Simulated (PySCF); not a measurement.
**Cu²²⁺: ionisation energy**

Cu²²⁺ [He] 2s2 2p3 (4S) → Cu²³⁺ [He] 2s2 2p2 (3P), as a difference of total energies. Calculation: PySCF 2.14, in an uncontracted even-tempered set (19 s from 5.5 bohr⁻², ratio 2.2; 11 p from 7.2 bohr⁻², ratio 2.2; 6 d from 30 bohr⁻², ratio 2.4; 5 f from 45 bohr⁻², ratio 2.4; 4 g from 68 bohr⁻², ratio 2.4); scalar relativity by spin-free X2C-1e. Correlated levels: nothing frozen; virtual orbitals above 40 to 60 times the deepest correlated orbital energy dropped. The calculations carry no spin-orbit coupling.

```csv
method,ionisation energy (eV)
UHF,2060.9
LDA,2059.3
PBE,2059.4
PBE0,2060.1
r2SCAN,2061.7
BLYP,2059.8
BHandHLYP,2060.9
MP2 (all electrons),2061.0
SCS-MP2 (all electrons),2060.5
```

A first-order spin-orbit estimate (lowest level to lowest level, LS coupling) adds -15.389 eV.

For comparison: 2044 ± 6 eV (semi-empirical (NIST evaluation); NIST Atomic Spectra Database, ionization energies).
